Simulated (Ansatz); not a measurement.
Reaction (cleavage of the Ga–Si bond): `P[SiH2][GaH2]` + H₂Se → `[GaH2][SeH]` + `[SiH3]P`

Program: Ansatz. Geometries: PBE0-D4/def2-TZVP. ΔE: electronic, gas phase. CCSD(T)/CBS is the MP2 limit (def2-TZVPP, def2-QZVPP) plus CCSD(T) − MP2 in def2-TZVPP, frozen cores. This one scheme is used for every species. Functionals use def2-TZVPP. HSE06 is defined as in plane-wave codes. For Ga, Se outer-core shells are correlated without core-valence functions, which leaves a few kJ/mol of doubt a bond. Scalar relativity is left out up to krypton. Each species was taken in one conformer, which may not be the lowest.

**Question.** Is it downhill or uphill in electronic energy at CCSD(T)/CBS, and by how much? (Estimate.)

**Answer.** Computed: Downhill: ΔE = -100.9 kJ/mol.

**Question.** What do these levels give: PBE-D4, BLYP-D4, PBE0-D4, r2SCANh-D4, r2SCAN0-D4, HSE06-D4, BHLYP-D4, r2SCANh, RPA@PBE/def2-TZVPP, HF/def2-SVP, SCS-MP2/def2-TZVPP, MP2/CBS(def2)? (An estimate is asked.)

**Answer.** Computed: PBE-D4 -91.0, BLYP-D4 -95.3, PBE0-D4 -94.4, r2SCANh-D4 -101.3, r2SCAN0-D4 -102.1, HSE06-D4 -94.6, BHLYP-D4 -102.9, r2SCANh -102.2, RPA@PBE/def2-TZVPP -97.4, HF/def2-SVP -110.3, SCS-MP2/def2-TZVPP -106.4, MP2/CBS(def2) -107.7 kJ/mol.

Largest T1 diagnostic among the species: 0.014.

From BLYP to BHLYP (50 % exact exchange), in def2-TZVPP and without D4, ΔE moves by −7.1 kJ/mol. In def2-TZVPP, CCSD(T) changes the Hartree–Fock value by +13.9 kJ/mol (the triples alone add +0.7 kJ/mol) and MP2 by +7.1 kJ/mol. The D4 term adds +3.9 kJ/mol with B3LYP and +2.4 kJ/mol with PBE0; it sums over pairs of atoms, weighted by their polarisabilities, and B3LYP, whose exchange is more repulsive, gets the larger term.

B3LYP here is the variant with VWN-RPA as its local correlation; programs differ in this.
